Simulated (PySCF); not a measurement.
## Calculated data, FH5NSi2, FH4NSi2

All values are calculated (PySCF 2.14.0). Calculation on a computer-drawn molecule: optimised geometry and harmonic frequencies of an isolated molecule of the commonest isotopes, restricted reference for singlets and unrestricted otherwise, frozen core in MP2.

Common to all runs: charge 0; method HF; basis cc-pV(D+d)Z.

(1) FH5NSi2

Start structure:
```xyz
9
FH5NSi2
F     -0.0333    -0.4467    -3.9355
Si     1.3504    -0.0625    -3.2500
N      1.0828    -0.1590    -1.5947
Si    -0.1803    -0.9122    -0.8429
H      2.2542    -1.0657    -3.8216
H      1.8039     0.1162    -0.9838
H     -1.4085    -0.2384    -1.1057
H     -0.3653    -2.3401    -1.1272
H      0.0383    -0.8258     0.7475
```

- multiplicity: 2
- rotational constants: 9.297, 2.631, 2.129 GHz
- total energy: -734.7451 hartree
- spin squared: 0.7545
- convergence status largest gradient component: 2.693e-05 hartree/bohr

Drawn bonds:
```tsv
atom	other atom	order
1	2	1
2	3	1
3	4	1
2	5	1
3	6	1
4	7	1
4	8	1
4	9	1
```

Optimised structure:
```xyz
9
FH5NSi2
F     -0.0321    -0.6178    -3.9464
Si     1.3558    -0.0803    -3.2996
N      1.1078    -0.2247    -1.6097
Si    -0.2506    -0.9159    -0.7531
H      2.4360    -0.9507    -3.8310
H      1.8072     0.1961    -1.0226
H     -1.4897    -0.1317    -0.9402
H     -0.5026    -2.3030    -1.1936
H      0.1105    -0.9061     0.6823
```

Modes:
```tsv
frequency (cm⁻¹)	reduced mass (dalton)
55.37	2.001
94.48	1.254
128.8	6.607
316.9	1.384
388.8	4.403
639.2	2.665
764.6	1.149
786.2	1.253
818.8	1.72
822.1	1.317
899.5	4.348
961.4	3.237
1024	1.053
1048	1.052
1077	1.109
1280	1.382
2247	1.042
2312	1.049
2320	1.047
2335	1.024
3783	1.075
```

(2) FH4NSi2

Start structure:
```xyz
8
FH4NSi2
F     -0.3671    -0.9797    -5.2119
Si     0.7780    -2.0299    -4.6985
N      0.9552    -1.4637    -3.1308
Si     0.0420    -0.2114    -2.3291
H      1.6509    -1.9623    -2.5802
H      0.5934    -0.2091    -0.9559
H      0.2953     1.1289    -3.0208
H     -1.4049    -0.5505    -2.3059
```

- multiplicity: 1
- rotational constants: 9.658, 2.823, 2.241 GHz
- total energy: -734.1797 hartree
- convergence status largest gradient component: 3.045e-05 hartree/bohr

Drawn bonds:
```tsv
atom	other atom	order
1	2	1
2	3	1
3	4	1
3	5	1
4	6	1
4	7	1
4	8	1
```

Optimised structure:
```xyz
8
FH4NSi2
F     -0.3714    -1.0104    -5.2313
Si     0.8160    -2.0398    -4.7582
N      0.9462    -1.4871    -3.1477
Si     0.0567    -0.2113    -2.3209
H      1.6343    -1.9608    -2.5859
H      0.5795    -0.1620    -0.9367
H      0.2710     1.0975    -2.9683
H     -1.3894    -0.5037    -2.2841
```

Modes:
```tsv
frequency (cm⁻¹)	reduced mass (dalton)
121	1.094
136.6	7.912
169.6	5.326
417	6.382
573	1.166
643.5	2.663
772.4	1.166
792.5	2.829
846.7	3.767
937.7	3.131
1032	1.05
1045	1.047
1070	1.102
1284	1.407
2313	1.045
2332	1.052
2342	1.024
3770	1.075
```
